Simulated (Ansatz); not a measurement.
```yaml
crystal:
  periodic: [false, false, false]
  atoms:
    - {symbol: C, position_ang: [-0.423915, 1.110110, -0.128382]}
    - {symbol: N, position_ang: [-0.433048, -0.320711, -0.257221]}
    - {symbol: C, position_ang: [0.753749, -0.896187, 0.312235]}
    - {symbol: Mg, position_ang: [-1.837645, -1.325913, -1.079504]}
    - {symbol: H, position_ang: [0.438794, 1.574070, -0.638249]}
    - {symbol: H, position_ang: [-1.327179, 1.557054, -0.560623]}
    - {symbol: H, position_ang: [-0.376413, 1.438373, 0.924929]}
    - {symbol: H, position_ang: [0.754114, -1.988718, 0.218113]}
    - {symbol: H, position_ang: [0.859469, -0.667069, 1.387319]}
    - {symbol: H, position_ang: [1.675074, -0.532111, -0.175717]}
basis:
  gaussian: {orbitals: x2c-TZVPPall, fitting: {mean_field: cc-pVTZ-jkfit}}
magnetization: {spin_polarized: true, initial_magnetization: 3}
hamiltonian: {xc: {name: r2SCANh}, dispersion: d4}
output: {forces: true}
```

```sh
$ ansatz run in.yaml --threads 4 --pin off --events-out ev --progress --plain --max-ram 10444MiB
```

Problem. How does Ansatz answer? (An estimate is asked.)

Solution. Computed: The program refused the input.
```
Functional definition: r2SCANh
Error: <dir> the basis set cc-pVTZ-JKFIT has no functions for Mg
```
